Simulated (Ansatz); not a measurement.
`[F][Sn]([F])([F])[Br]` + HBr → `[F][Sn]([F])([Br])[Br]` + H–F at 600 K and 1 bar (ligand exchange at the Sn–F bond).

Program: Ansatz. Geometries: PBE0-D4/def2-TZVP. ΔE: electronic, gas phase. CCSD(T)/CBS adds triple-zeta CCSD(T) − MP2 to the extrapolated MP2 energy (def2 sets, frozen cores). This one scheme is used for every species. Elements past krypton have def2 core potentials. For Br, Sn outer-core shells are correlated without core-valence functions, which leaves a few kJ/mol of doubt a bond. Scalar relativity is left out up to krypton.

```
                 species  CCSD(T)/CBS energy (Eh)  H − E (kJ/mol)  S (J/(mol·K))
 `[F][Sn]([F])([F])[Br]`              -3086.86202            68.4          426.8
                     HBr              -2573.91920            33.5          219.1
`[F][Sn]([F])([Br])[Br]`              -5560.40823            67.4          454.8
                     H–F               -100.39570            42.3          194.0
```

H − E and S are ideal-gas, rigid-rotor, harmonic terms from PBE0-D4/def2-TZVP. 1 Eh = 2625.50 kJ/mol, R = 8.31446 J/(mol·K).

Task: By hand: ΔE, ΔH, ΔS and ΔG.

Result: ΔE = (-5560.40823) + (-100.39570) − (-3086.86202) − (-2573.91920) = -0.02271 Eh = -59.6 kJ/mol. Δ(H − E) = 67.4 + 42.3 − 68.4 − 33.5 = 7.8, so ΔH = -51.8 kJ/mol. ΔS = 454.8 + 194.0 − 426.8 − 219.1 = 2.9 J/(mol·K). ΔG = -51.8 − 600 × (2.9)/1000 = -53.5 kJ/mol.

Task: By hand: the equilibrium constant, and the temperature at which ΔG would vanish if ΔH and ΔS stayed fixed.

Result: log₁₀ K = −ΔG/(RT ln 10) = 4.7. ΔH and −TΔS have one sign here, so there is no such temperature.

The number of gas molecules stays the same, so ΔS is small and ΔH decides. A doubt of 5 kJ/mol in ΔE shifts log₁₀ K by 0.4 here. These are equilibria of isolated gas molecules and say nothing of rates. Largest T1 diagnostic: 0.013 (customary marks: 0.02 for closed shells, 0.045 for open ones).

ΔS is within the doubt of such terms, so its sign, and with it that verdict, could turn.
